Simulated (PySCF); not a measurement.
# How methods differ on the ionisation energy of Ru²⁺

Ru²⁺ [Kr] 4d6 (5D) → Ru³⁺ [Kr] 4d5 (6S), as a difference of total energies. Calculation: PySCF 2.14, in aug-cc-pVDZ-PP with ECP28MDF (5s5p4d2f, 54 functions); a scalar-relativistic core potential. Correlated levels: valence: 4s2 4p6 frozen. The calculations carry no spin-orbit coupling.

```
           method  ionisation energy (eV)  difference from reference (eV)
              UHF                  26.435                          -2.035
           M06-2X                  28.809                          +0.339
              PBE                  28.528                          +0.058
    MP2 (valence)                  27.406                          -1.064
SCS-MP2 (valence)                  27.524                          -0.946
```

Reference: 28.47 eV (semi-empirical (NIST evaluation); NIST Atomic Spectra Database, ionization energies).

The reference lies between the lowest fine-structure levels, while these numbers refer to the centres of the terms.

Errors of the correlated levels include the incompleteness of this basis and the frozen core.
